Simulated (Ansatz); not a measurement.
Gas-phase electronic energies from Ansatz, PBE0-D4/def2-TZVP geometries. CCSD(T)/CBS adds triple-zeta CCSD(T) − MP2 to the extrapolated MP2 energy (def2 sets, frozen cores). This one scheme is used for every species. Functionals use def2-TZVPP. B3LYP here is the variant with VWN-RPA as its local correlation; programs differ in this. HSE06 is defined as in plane-wave codes. For Se outer-core shells are correlated without core-valence functions, which leaves a few kJ/mol of doubt a bond. Scalar relativity is left out up to krypton. One conformer a species, not always the lowest.

`[SiH3]C(S)=[Se]` + CH₄ → `CC([SiH3])=[Se]` + H₂S  (formal exchange of groups at a C–S bond)

`[SiH3]C(S)=[Se]`:

```xyz
8

Si   -0.693   -0.032    0.715
C     0.919    0.189   -0.234
S     1.024   -0.126   -1.913
Se    2.332    0.731    0.698
H    -1.054    1.259    1.345
H    -1.775   -0.449   -0.222
H    -0.496   -1.083    1.740
H    -0.257   -0.489   -2.128
```

CH₄:

```xyz
5

C     0.000    0.000    0.000
H    -0.930   -0.291    0.488
H     0.845   -0.296    0.621
H     0.014    1.081   -0.140
H     0.072   -0.493   -0.969
```

`CC([SiH3])=[Se]`:

```xyz
10

C    -0.214    0.239    1.410
C     0.632   -0.134    0.243
Si   -0.168   -0.147   -1.462
Se    2.337   -0.558    0.399
H     0.342    0.217    2.347
H    -1.074   -0.438    1.481
H    -0.636    1.241    1.261
H     0.807   -0.542   -2.501
H    -0.708    1.214   -1.741
H    -1.319   -1.092   -1.437
```

H₂S:

Cartesian coordinates in Å:
```
S -0.102 0.150 -0.592
H 1.003 -0.089 0.129
H -0.902 -0.061 0.463
```

```tsv
level	ΔE (kcal/mol)	difference from CCSD(T)/CBS
PBE0-D4	7.8	1.8
B3LYP-D4	8.2	2.2
r2SCAN0-D4	7.8	1.8
HSE06-D4	7.9	1.9
BHLYP-D4	6.3	0.3
r2SCAN	9.5	3.5
r2SCAN0	7.7	1.7
LC-ωPBE	4.6	-1.4
CCSD/def2-TZVPP	3.8	-2.2
MP2/CBS(def2)	8.1	2.1
CCSD(T)/CBS	6.0	0
```

(1) What do rigid-rotor, harmonic-oscillator terms from PBE0-D4/def2-TZVP frequencies (298.15 K, 1 bar) make of the CCSD(T)/CBS value? (Best estimate.)

Largest T1 diagnostic among the species: 0.016.

Answers

(1) Computed: ΔZPE = -1.4 kcal/mol, ΔH = +4.7 kcal/mol, ΔS = 18 J/(mol·K), ΔG = +3.4 kcal/mol. Modes under 50 cm⁻¹ make the entropy rough.

From BLYP to BHLYP (50 % exact exchange), in def2-TZVPP and without D4, ΔE moves by −3.8 kcal/mol. Leaving LDA and LC-ωPBE aside and taking each functional with its dispersion term where it has one, the values, not all of them listed here, spread over 4.8 kcal/mol, from ωB97X-V to revPBE-D4. The D4 term adds +0.7 kcal/mol with B3LYP and +0.3 kcal/mol with PBE0; it sums over pairs of atoms, weighted by their polarisabilities, and B3LYP, whose exchange is more repulsive, gets the larger term.

CCSD(T)/CBS has its own doubt, a few kJ/mol and more with outer-core shells, so smaller differences from it don't rank the levels.
